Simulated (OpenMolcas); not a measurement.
**Si: effect of the level shift or regulariser**

```yaml
Program: OpenMolcas 26.06
Basis: ANO-RCC-VTZP [5s4p2d1f]
Scalar_Hamiltonian: DKH2, point nucleus
Active_space: 4 electrons in 4 orbitals (3s 3p)
State_averaging: 2S+1 = 3 even, 3 roots; 2S+1 = 1 even, 6 roots; 2S+1 = 5 odd, 1 root; 2S+1 = 3 odd, 8 roots
Spin-orbit_coupling: state interaction with AMFI integrals over the reference wave functions, term energies averaged over their components
```

Methods on the same reference wave functions:
A. CASSCF
B. SS-CASPT2, IPEA 0.25 Eh, imaginary shift 0.1 Eh (closed shells correlated: 2s 2p)
C. SS-CASPT2, IPEA 0.25 Eh, real shift 0.2 Eh (closed shells correlated: 2s 2p)

Energies in cm-1 above 3s2 3p2 3P0, the measured ground level; measured values from NIST Handbook of Basic Atomic Spectroscopic Data.

```csv
Level,A,B,C,Measured
3s2 3p2 3P0,0.0,0.0,0.0,0.0
3s2 3p2 3P1,66.8,67.0,67.0,77.1
3s2 3p2 3P2,195,195,195,223
3s2 3p2 1D2,8848,5960,6050,6299
3s2 3p2 1S0,15569,13830,13970,15394
3s 3p3 5S* 2,22835,29560,29490,33326
3s 3p3 3D* 2,54215,45790,47410,
3s 3p3 3D* 1,54216,45790,47410,
3s 3p3 3D* 3,54217,45790,47410,45322
3s 3p3 3P* 0,62985,57100,58020,
3s 3p3 3P* 1,62986,57100,58020,
3s 3p3 3P* 2,62987,57100,58020,
```

Deviations, from unrounded energies. A percentage is the sum of absolute deviations over the sum of measured energies, with the sign that they share, or ± where signs differ.

```tsv
Against measurement	Levels	A	B	C
mean absolute deviation (cm-1)	6	3700	1000	1300
fine structure of the ground term (%)	2	-12.9	-12.8	-12.9
other terms of the ground configuration (%)	2	+12.6	-8.8	-7.7
other configurations (%)	2	±24.6	±5.4	±7.5
```

B lies closest to measurement on these levels and A furthest from it. The largest miss of B in the table is 3s 3p3 5S* 2, by -3800 cm-1. The ranking rests on the paired levels alone, and a cruder setting can come out closer through cancelling errors.

Between B and C the level of the table that moves most is 3s 3p3 3D* 3, by 1600 cm-1 (lowest in B, highest in C). Moves below CASPT2's spread within the term are not significant.

The mean deviations of B to C differ by less than CASPT2's widest spread within a term (530 cm-1), so their order carries little weight.

From A to B the spin-free energies of the other terms of 3s2 3p2 shown, above 3P, scale by factors of 0.67 to 0.89.

The lowest spin-free term lies below A's lowest term by 0.072 hartree in B, 0.071 hartree in C.

Term energies are means over components that CASPT2 splits; among the terms shown or strongly mixed into the levels shown the widest spread is 530 cm-1 (3s 3p3 3D*, B). Over all roots computed the reference weight is 0.86 to 0.98 in B, 0.93 to 0.99 in C; the roots of lowest weight are the least certain, and an intruder state may touch them. Terms of s pⁿ other than that of highest spin mix with s² pⁿ⁻² d, which this space lacks; all of them can be thousands of cm-1 off, and some have no real level of that name. Without dynamic correlation excited terms often stand tens of per cent too high (terms of higher spin than the ground term too low), and those without a measured partner can miss by more than the paired ones (holds for A). Computed and measured levels are paired by configuration, term and J; levels that our copy of the source lacks, or whose pairing is in doubt (as where it misses far off the trend of its configuration), stay unpaired and out of the deviations. Only configurations of the active space appear.

* marks odd parity.
